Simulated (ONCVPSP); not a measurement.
What one change does to a pseudopotential (Cu (Z = 29), ONCV)

- Element: copper
- Generator: ONCVPSP 4.0.1
- Type: optimised norm-conserving Vanderbilt (ONCV)
- Functional: PBE
- Relativity: fully relativistic
- Frozen core: [Ne] 3s2
- Valence charge: 17
- Reference configuration: 3p6 3d9 4s2
- Partial waves: 4s: rc 1.80 bohr, ncon 4, nbas 9, qcut 4.4 1/bohr, 2 projectors, debl 3.3 Ha; 3p: rc 0.90 bohr, ncon 3, nbas 8, qcut 13.2 1/bohr, 2 projectors, debl 2.9 Ha; 3d: rc 0.90 bohr, ncon 4, nbas 9, qcut 13.8 1/bohr, 1 projector
- Local potential: polynomial inside 0.85 bohr (lpopt 5, dvloc0 0 Ha)
- Core correction: none

Open shells are filled in proportion to 2j + 1.

All-electron outer shells of the reference configuration (PBE, scalar-relativistic, ld1.x):

| shell | level (eV) | outermost node (bohr) | outermost maximum (bohr) |
| --- | --- | --- | --- |
| 3s | -120.00 | 0.29 | 0.61 |
| 3p | -77.31 | 0.26 | 0.62 |
| 3d | -9.52 | – | 0.60 |
| 4s | -5.81 | 0.88 | 2.16 |

Change: d: qcut 16.7.

Cutoffs: the cutoffs (Ha) at which the residual kinetic energy of the hardest occupied pseudo-wave falls to 1 and 0.1 mHa per electron; they do not see the model core or the augmentation charge, which bear on the density cutoff. Errors are all-electron minus pseudo energies relative to the spin-unpolarised reference configuration.

Task: How do hardness, ghosts and transferability respond?

Result: The potential gets neither clearly harder nor softer (93 Ha and 326 Ha → 112 Ha and 125 Ha); both files keep a bound ghost (s); the errors of the 4 common tests hardly move.

```csv
quantity,base,changed
"cutoff, loose",93 Ha,112 Ha
"cutoff, tight",326 Ha,125 Ha
loose cutoff by channel,"s 6.1 Ha, p 45 Ha, d 93 Ha","s 6.1 Ha, p 45 Ha, d 112 Ha"
bound ghosts,s,s
GHOST(+) flags under 300 eV,none,none
"error for 3p6 3d10 4s1, meV [ΔE -1.97 eV]",-56,-56
"error for 3p6 3d10 4s0, meV [ΔE 6.18 eV]",-124,-125
"error for 3p6 3d9 4s0, meV [ΔE 27.51 eV]",-34,-35
"error for 3p6 3d8 4s0, meV [ΔE 66.53 eV]",+107,+108
s: phases at 1.82 bohr within 0.05 rad from the reference energy up to (Ha; the scan ends near 5),to the end of the scan,to the end of the scan
p3/2: phases at 0.91 bohr within 0.05 rad from the reference energy up to (Ha; the scan ends near 5),to the end of the scan,to the end of the scan
p1/2: phases at 0.91 bohr within 0.05 rad from the reference energy up to (Ha; the scan ends near 5),to the end of the scan,to the end of the scan
d5/2: phases at 0.91 bohr within 0.05 rad from the reference energy up to (Ha; the scan ends near 5),to the end of the scan,to the end of the scan
d3/2: phases at 0.91 bohr within 0.05 rad from the reference energy up to (Ha; the scan ends near 5),to the end of the scan,to the end of the scan
```

 A true bound ghost makes a file unfit for plane-wave use even where its test errors are small: the radial tests pick states by their node count and pass the ghost by.
